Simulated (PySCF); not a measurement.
(Z)-1-bromo-2-chloro-1,2-difluoroethene (C2BrClF2), SMILES F/C(Cl)=C(\F)Br.

The structure is a stationary point at TPSSh-D3(BJ)/def2-SVP.

Two levels are set side by side: TDDFT-PBE/def2-SVPD (PySCF) and TDDFT-M06-2X/def2-SVPD (PySCF). Vertical, same geometry. The lowest singlet is HOMO→LUMO 99 % with PBE and HOMO→LUMO 84 % with the other functional; states are paired by order. Differences are taken from unrounded values.

| quantity | TDDFT-M06-2X |
|---|---|
| lowest singlet excitation (eV) | 5.09 |
| lowest triplet excitation (TDA) (eV) | 4.20 |
| first bright state (f over 0.05) (eV) | 6.65 |
| its oscillator strength | 0.24 |

### Question
What does TDDFT-PBE give, and how far is it from TDDFT-M06-2X? (An estimate is asked for; the answer gives what the named calculation found.)

### Answer

```csv
quantity,TDDFT-PBE,TDDFT-PBE minus TDDFT-M06-2X
lowest singlet excitation (eV),4.58,-0.52
lowest triplet excitation (TDA) (eV),3.95,-0.26
first bright state (f over 0.05) (eV),6.09,-0.56
its oscillator strength,0.25,0.02
```

Functionals without exact exchange tend to place singlet excitations lower, as here. Differences between two approximate levels are no errors against the true value.

Rough cost on one machine, each run with all the roots and properties that it gave: TDDFT-M06-2X against TDDFT-PBE about 20 times.
